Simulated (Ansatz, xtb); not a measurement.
**Relative energy of two conformers of BBrClH3OSi**

Structure a is `ClBO[SiH2]Br`, a singlet and structure b is `ClBO[SiH2]Br`, a singlet. Both are isolated molecules in the gas phase, relaxed with r2SCAN-D4/def2-SVP.

a (Å):

```yaml
atoms:
  - { symbol: B, position_ang: [-0.9296, 1.1566, -1.9429] }
  - { symbol: Br, position_ang: [2.3274, -1.8108, -2.7392] }
  - { symbol: Cl, position_ang: [-0.5219, 2.4342, -0.7707] }
  - { symbol: O, position_ang: [-0.0180, 0.2200, -2.2505] }
  - { symbol: Si, position_ang: [1.5612, -0.0099, -1.7075] }
  - { symbol: H, position_ang: [-2.0228, 1.1571, -2.4404] }
  - { symbol: H, position_ang: [1.5517, -0.2658, -0.2479] }
  - { symbol: H, position_ang: [2.3938, 1.1523, -2.0977] }
```

b (Å):

```yaml
atoms:
  - { symbol: B, position_ang: [2.1641, 1.2641, -2.3028] }
  - { symbol: Br, position_ang: [0.2190, 2.3711, 0.9051] }
  - { symbol: Cl, position_ang: [3.2718, 0.6711, -1.0507] }
  - { symbol: O, position_ang: [0.8406, 1.3328, -2.0648] }
  - { symbol: Si, position_ang: [-0.1290, 0.9384, -0.7499] }
  - { symbol: H, position_ang: [2.6156, 1.5959, -3.3657] }
  - { symbol: H, position_ang: [-1.5251, 1.0861, -1.2164] }
  - { symbol: H, position_ang: [0.1825, -0.4349, -0.2847] }
```

Question: Estimate which is lower in electronic energy at CCSD(T)/def2-SVP + ΔMP2/def2-TZVPP, and by roughly how much.

Answer: Too close to call at this level: CCSD(T)/def2-SVP + ΔMP2/def2-TZVPP gives E(b) − E(a) = −2.02 kJ/mol.

Level by level:

```json
{"level": "r2SCAN-D4/def2-SVP", "geometry": "r2SCAN-D4/def2-SVP", "E(b) − E(a) (kJ/mol)": "−2.01", "departure from the last row (kJ/mol)": "+0.01", "job, with rough time for the two": "optimisation, 3.5 min"}
{"level": "HF/def2-SVP", "geometry": "r2SCAN-D4/def2-SVP", "E(b) − E(a) (kJ/mol)": "−1.27", "departure from the last row (kJ/mol)": "+0.75", "job, with rough time for the two": "part of the CCSD(T) run"}
{"level": "MP2/def2-SVP", "geometry": "r2SCAN-D4/def2-SVP", "E(b) − E(a) (kJ/mol)": "−2.61", "departure from the last row (kJ/mol)": "−0.59", "job, with rough time for the two": "part of the CCSD(T) run"}
{"level": "CCSD(T)/def2-SVP", "geometry": "r2SCAN-D4/def2-SVP", "E(b) − E(a) (kJ/mol)": "−2.27", "departure from the last row (kJ/mol)": "−0.25", "job, with rough time for the two": "single point"}
{"level": "CCSD(T)/def2-SVP + ΔMP2/def2-TZVPP", "geometry": "r2SCAN-D4/def2-SVP", "E(b) − E(a) (kJ/mol)": "−2.02", "departure from the last row (kJ/mol)": "", "job, with rough time for the two": "single point, 79 s"}
```

The largest departure from CCSD(T)/def2-SVP + ΔMP2/def2-TZVPP is that of HF/def2-SVP, 0.75 kJ/mol. Levels run at GFN2-xTB geometries aren't shown. The last row adds to CCSD(T) the change of the MP2 difference between the two basis sets, here +0.25 kJ/mol.

With harmonic frequencies from r2SCAN-D4/def2-SVP (ideal gas, rigid rotor, one conformer each, 298.15 K, 1 atm): on the last row, ΔE + ΔZPE = −1.56 kJ/mol. A mode under 50 cm⁻¹ makes harmonic enthalpies and free energies unreliable, so none is given.

The correlated steps freeze 21 core orbitals; the filled d shell of Br is correlated, in a basis made for valence electrons. Run with Ansatz 0.2.0; the last row on 2 threads of AMD EPYC (Zen 3) on a shared host.
